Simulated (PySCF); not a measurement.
C₃H₇BO₂, SMILES C1B([C@H](O1)C)O.

Coordinates come from a B3LYP-D3(BJ)/def2-SVP optimisation. The structure was generated by enumeration; whether it is a known compound was not checked. One conformer was computed; it need not be the lowest.

These are PBE/def2-TZVP run with PySCF values and carry that method's errors.

Isolated molecule, no solvent.

Computed frontier levels, gap, dipole moment and polarisability:
```json
{
 "highest_occupied_level": "-5.54 eV",
 "lowest_empty_level": "-1.04 eV",
 "orbital_gap": "4.51 eV",
 "dipole_moment": "2.45 D",
 "quadrupole, principal values (traceless, Buckingham form, about the centre of nuclear charge)": "-8.67, -0.52, 9.20 D·Å",
 "mean_static_polarisability": "58.5 bohr³ (8.67 Å³)",
 "polarisability_principal_values": "49.3, 58.3, 67.9 bohr³"
}
```
